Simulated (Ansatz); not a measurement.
# MP2, SCS-MP2 and SOS-MP2 from spin components

System: C3H5BF2 (SMILES C=CCB(F)F), singlet, geometry from GFN2-xTB. Level: MP2/def2-SVPD run with Ansatz (an electronic-structure program). Sums are taken with unrounded values, so a last digit can differ.

Input for Ansatz:
Ansatz 0.2 input:
```yaml
crystal:
  periodic: [false, false, false]
  atoms:
    - {symbol: B, position_ang: [0.00465388, -0.05144257, 1.02348541]}
    - {symbol: C, position_ang: [-0.06389706, -0.82028791, -0.35643295]}
    - {symbol: C, position_ang: [-0.41766603, 0.05249511, -1.52500463]}
    - {symbol: C, position_ang: [0.36553823, 0.24749887, -2.56824375]}
    - {symbol: H, position_ang: [-0.82916313, -1.59949661, -0.26135240]}
    - {symbol: H, position_ang: [0.87785055, -1.33883493, -0.54705305]}
    - {symbol: H, position_ang: [-1.37814170, 0.54456115, -1.45819869]}
    - {symbol: H, position_ang: [1.32903085, -0.22823625, -2.65221504]}
    - {symbol: H, position_ang: [0.07724130, 0.88791899, -3.38340398]}
    - {symbol: F, position_ang: [-0.59216779, 1.09811827, 1.25642011]}
    - {symbol: F, position_ang: [0.65839689, -0.53000004, 2.06390034]}
basis:
  gaussian:
    orbitals: def2-SVPD
magnetization: {spin_polarized: false}
correlation: {method: mp2}
```

It gave an SCF energy of -339.943181 Eh, a same-spin correlation energy of -0.227824 Eh and an opposite-spin one of -0.657971 Eh.

Question: Work out the MP2, SCS-MP2 (6/5 and 1/3) and SOS-MP2 (1.3 and 0) correlation and total energies.

Answer: MP2: -0.657971 + (-0.227824) = -0.885795 Eh, total -340.828976 Eh, as the program printed. SCS-MP2: 1.2 × (-0.657971) + (-0.227824)/3 = -0.865507 Eh, total -340.808688 Eh. SOS-MP2: 1.3 × (-0.657971) = -0.855363 Eh, total -340.798544 Eh. Opposite spins carry 74 % of the MP2 correlation; same-spin pairs are already kept apart by exchange.
